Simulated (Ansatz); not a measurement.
Total energies of SnS2 from Ansatz at PBE-D4/def2-TZVP, gas phase (1 Eh = 27.2114 eV = 2625.5 kJ/mol). The reference geometry is relaxed at r2SCAN-D4/def2-TZVP.

Cartesian coordinates in Å:
```
Sn -0.5445 0.7327 1.1028
S -0.2711 0.2674 -1.2408
S 0.8156 -1.0001 0.1380
```

```tsv
state	geometry	energy (Eh)
charge 0 singlet	reference	-1010.44033
charge 1 doublet	reference	-1010.15093
charge 0 triplet	relaxed at r2SCAN-D4/def2-TZVP	-1010.40213
charge 0 quintet	relaxed at r2SCAN-D4/def2-TZVP	-1010.28337
free Sn atom (triplet)	–	-214.24935
free S atom (triplet)	–	-397.93833
```

In the def2 sets Sn takes a core potential; there is no spin–orbit coupling.

(1) Work out the vertical ionisation energy to the doublet.

(2) Which of the charge 0 states is lowest, and how far above it are the others?

(3) What is the binding energy per atom against free atoms?

(1) E(charge 1 doublet) − E(charge 0 singlet) = -1010.15093 − (-1010.44033) = 0.28940 Eh = 7.87 eV. For comparison, −ε of the highest occupied level is 4.86 eV at this level, 3.01 eV less.

(2) The singlet. triplet: -1010.40213 − (-1010.44033) = 0.03820 Eh = 100.3 kJ/mol; quintet: -1010.28337 − (-1010.44033) = 0.15696 Eh = 412.1 kJ/mol.

(3) Atoms: 1 × (-214.24935) + 2 × (-397.93833) = -1010.12601 Eh. Binding: -1010.12601 − (-1010.44033) = 0.31432 Eh = 8.55 eV, or 2.85 eV for each of 3 atoms (no zero-point energy, no counterpoise term).

The structure comes from a short search, and lower isomers may exist.
